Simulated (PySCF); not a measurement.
## Nuclear quadrupole coupling in `C=C(C)O[SiH-]P`

Compound: C₃H₈OPSi (charge -1).
Numbering: `[CH2:1]=[C:2]([CH3:3])[O:4][SiH-:5][PH2:6]` (hydrogens: H7, H8 on C1; H9, H10, H11 on C3; H12 on Si5; H13, H14 on P6)

Structure used (GFN2-xTB), in Å, numbered top down from 1:
```
atom  x, y, z in Å
C1    -1.6044   -1.2913    1.1031
C2    -0.9436   -0.5136    0.2380
C3    -1.6271    0.0981   -0.9512
O4     0.3335   -0.2442    0.3910
Si5    1.3109    0.5298   -0.7809
P6     3.2467    0.7497    0.3265
H7    -1.1085   -1.7242    1.9540
H8    -2.6521   -1.5023    0.9801
H9    -1.0658   -0.1705   -1.8445
H10   -2.6599   -0.2322   -1.0292
H11   -1.5910    1.1824   -0.8703
H12    0.8622    1.9600   -0.5466
H13    3.8002   -0.3750   -0.2358
H14    3.6981    1.5328   -0.7064
```

Field gradients from the PBE0/pcSseg-1 density (PySCF, non-relativistic), principal values in atomic units, ordered |Vxx| ≤ |Vyy| ≤ |Vzz|:

| atom | Vxx | Vyy | Vzz |
| --- | --- | --- | --- |
| O4 | -0.7065 | -0.8481 | 1.5547 |

Q: Find the asymmetry η = (Vxx − Vyy)/Vzz and the couplings χ = eQV/h (234.96 MHz × Q in barn × V in au), with Q(17O) = −0.0256 b.

A: 
```json
{"atom": "O4", "environment": "silyl ether oxygen", "nucleus": "17O", "η": "0.09", "χzz (MHz)": "-9.35", "χxx (MHz)": "4.25", "χyy (MHz)": "5.10"}
```

The tensor is traceless: Vxx + Vyy + Vzz = 0.

Q: What is Vzz at O4 in SI units (1 au = 9.71736 × 10²¹ V/m²)?

A: 1.5547 au = 15.107 × 10²¹ V/m².

Q: And the gradient at the other heavy atoms, for which no coupling is worked out here?

A: 
```json
{"atom": "C1", "environment": "terminal =CH2 carbon", "Vzz (au)": "0.059", "η": "0.45"}
{"atom": "C2", "environment": "vinylic carbon bearing oxygen", "Vzz (au)": "-0.361", "η": "0.42"}
{"atom": "C3", "environment": "allylic carbon", "Vzz (au)": "0.052", "η": "0.78"}
{"atom": "Si5", "environment": "silicon bonded to O, P and H", "Vzz (au)": "-0.944", "η": "0.53"}
{"atom": "P6", "environment": "three-coordinate phosphorus", "Vzz (au)": "-1.081", "η": "0.77"}
```

Q: What couplings would deuterons (Q(2H) = 0.00286 b) have in place of the hydrogens, at this geometry?

A: 
| atom | bonded to | bond length (Å) | Vzz (au) | η | χzz (kHz) |
| --- | --- | --- | --- | --- | --- |
| H7 | C1 | 1.076 | 0.3529 | 0.10 | 237 |
| H8 | C1 | 1.076 | 0.3530 | 0.12 | 237 |
| H9 | C3 | 1.089 | 0.3043 | 0.03 | 205 |
| H10 | C3 | 1.087 | 0.3214 | 0.02 | 216 |
| H11 | C3 | 1.088 | 0.3147 | 0.03 | 211 |
| H12 | Si5 | 1.517 | 0.1366 | 0.15 | 92 |
| H13 | P6 | 1.374 | 0.2327 | 0.08 | 156 |
| H14 | P6 | 1.373 | 0.2344 | 0.07 | 158 |

Isolated species at its GFN2-xTB geometry (one conformer only). The pcSseg-1 basis has no diffuse functions, a weakness for an anion. The HOMO energy is positive at this level (+0.09 eV), so the outermost electrons may be held by the finite basis alone. GFN2-xTB bond lengths can be off by several hundredths of an ångström, more for odd bonds, and the gradients follow them. These gradients aren't converged with respect to the basis.

These values come from a run that also computed NMR shieldings. Time: 49 s wall (grids of density and orbitals included); peak memory 0.77 GiB. Hardware: one thread, Arm Neoverse N1 (aarch64), no GPU, shared host.
